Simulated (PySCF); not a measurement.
# Bond lengths and vibrations by method: BGeH3NO

These are calculations, not measurements. They come from PySCF 2.14.0, an open-source quantum chemistry program, on an isolated molecule that a program drew, which may never have been made. The molecule is BGeH3NO (charge 0, doublet), drawn as the SMILES string `[NH2][GeH][B]=O`.

The geometry was optimised and harmonic frequencies were computed with HF and MP2, all in the cc-pVDZ basis, for the commonest isotopes, with a restricted reference for singlets and an unrestricted one otherwise, and a frozen core in MP2. Germanium has the cc-pVDZ-PP basis, with a core potential (ECP10MDF) in place of its 10 inner electrons, and its 3s, 3p and 3d shells are frozen in MP2. Each result is a local minimum of its method.

Geometry at the HF minimum:
```xyz
7
BGeH3NO, angstrom
N     1.8689    1.4255   -0.2776
Ge    0.8803    0.0718    0.4695
B     1.0029    0.2751    2.5246
O     1.1106    0.3178    3.7063
H     2.8434    1.4444   -0.0305
H     1.7884    1.5102   -1.2764
H    -0.5736    0.2378    0.0127
```

Lengths of the bonds as drawn, in Å (atoms numbered as above):
| bond | HF | MP2 |
|---|---|---|
| N1-Ge2 | 1.835 | 1.860 |
| Ge2-B3 | 2.069 | 2.058 |
| B3-O4 | 1.187 | 1.222 |
| N1-H5 | 1.006 | 1.023 |
| N1-H6 | 1.006 | 1.023 |
| Ge2-H7 | 1.533 | 1.541 |

Rotational constants, in GHz:
| constant | HF | MP2 |
|---|---|---|
| A | 12.44 | 12.07 |
| B | 2.559 | 2.54 |
| C | 2.159 | 2.136 |

Harmonic frequencies in cm^-1, each column in rising order, so a row needn't be the same motion in every method:
```
rank    HF   MP2
   1   126   116
   2   218   219
   3   316   295
   4   399   363
   5   422   414
   6   587   577
   7   630   612
   8   713   674
   9   739   718
  10   968   921
  11  1698  1572
  12  2122     ?
  13  2204  2150
  14  3739  3530
  15  3834  3638
```

**Estimate the missing MP2 frequency from the HF column.**

A single factor s that minimises the squared misfit of MP2 against s times HF over the other rows is sum(HF x MP2) / sum(HF^2) = 0.9496, with an rms misfit of 22 cm^-1. For rank 12 it gives 0.9496 x 2122 = 2015 cm^-1. The calculation gives 1904 cm^-1, 111 cm^-1 below the estimate. The drawn bonds are on average 1.3 % longer in MP2 than in HF.
